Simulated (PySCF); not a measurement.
A structure optimised at B3LYP-D3(BJ)/def2-SVP, used in a PySCF frequency run:

```xyz
7

F      1.7860    -0.8823    -0.1271
C      1.0999     0.2330    -0.3193
C     -0.3528     0.1712     0.0120
F     -0.5732     0.0324     1.3361
F     -0.9547    -0.8598    -0.5947
F     -0.9406     1.3102    -0.3800
H      1.6598     1.1702    -0.2640
```
Charge 0, spin multiplicity 2.

Question: Write its SMILES and formula.

Answer: F[CH]C(F)(F)F, C2HF4

Question: What are its rotational constants (standard atomic weights)?

Answer: 5.4675, 2.8000, 2.7448 GHz
